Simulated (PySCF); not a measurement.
Worked example: entropy of an ideal gas

CHCl2, SMILES [CH](Cl)Cl, multiplicity 2.

Coordinates come from a PBE-D3(BJ)/def2-TZVP optimisation. The isomer is the one that the SMILES or the coordinates give; other isomers of the formula were not compared.

PBE-D3(BJ)/def2-TZVP (PySCF) gives the harmonic wavenumbers 294, 399, 744, 871, 1189, 3149 cm⁻¹ and the rotational temperatures 2.2702, 0.1576, 0.1476 K. The molar mass is 83.92 g/mol, the symmetry number 1, the spin multiplicity 2.

Problem. Work out the entropy at 298.15 K and 1 atm in the rigid-rotor, harmonic-oscillator model.

Solution. 
Translation (Sackur–Tetrode at 1 atm): S = R[1.5 ln M + 2.5 ln T − 1.16487] = 164.0 J/(mol K).
Rotation: q = (√π/σ) T^1.5/√(θA θB θC) = 39700, S = R[ln q + 3/2] = 100.5 J/(mol K).
Vibration: with u = 1.4388 ν/T, each mode gives R[u/(e^u − 1) − ln(1 − e^−u)]:
| ν (cm⁻¹) | modes | u | S (J/(mol K)) |
|---|---|---|---|
| 294 | 1 | 1.42 | 6.07 |
| 399 | 1 | 1.93 | 4.04 |
| 744 | 1 | 3.59 | 1.08 |
| 871 | 1 | 4.20 | 0.66 |
| 1189 | 1 | 5.74 | 0.18 |
The stiffer modes add less than 0.005 each. Sum 12.0 J/(mol K).
Spin: R ln 2 = 5.8 J/(mol K).
Total 282.3 J/(mol K); the program's own thermochemistry gives 282.3. Translation makes up 58 % and vibration 4 %. Anharmonicity, hindered rotation and orbital degeneracy are left out.
